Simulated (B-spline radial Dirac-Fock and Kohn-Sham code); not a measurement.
## Binding energies of Tb⁶¹⁺

System: Tb⁶¹⁺ in the configuration [He] 2s2; nuclear rms radius 5.06 fm (A = 159).

Model: Dirac-Fock energy differences between relaxed states, corrected for Breit and QED terms. Program: a radial atomic solver. Correlation energy is missing from these numbers. Energies are counted from the vacuum level.

All terms are in eV, carry their sign (relaxation lowers the binding energy) and add up to the binding energy; ⟨r⟩ is the mean radius of the orbital in the initial state.

| subshell | −ε (Koopmans) | relaxation | Breit | self-energy | vacuum polarisation | binding energy | ⟨r⟩ (bohr) |
| --- | --- | --- | --- | --- | --- | --- | --- |
| 1s | 59159.6 | -5.55 | -115.23 | -94.06 | 15.57 | 58960.4 | 0.021 |
| 2s | 14459.0 | -0.34 | -12.43 | -14.23 | 2.18 | 14434.2 | 0.087 |

For the deepest level, K (1s), the Breit terms make up -0.195 % of the binding energy, QED -0.133 % and orbital relaxation -0.009 %.

Going to the tabulated ground configuration of the next ion removes an electron from L1 (2s), computed at 14434.2 eV. NIST lists 14434 ± 12 eV as the ionisation energy of this species (theoretical), -0.16 eV from the computed value, within the stated uncertainty.
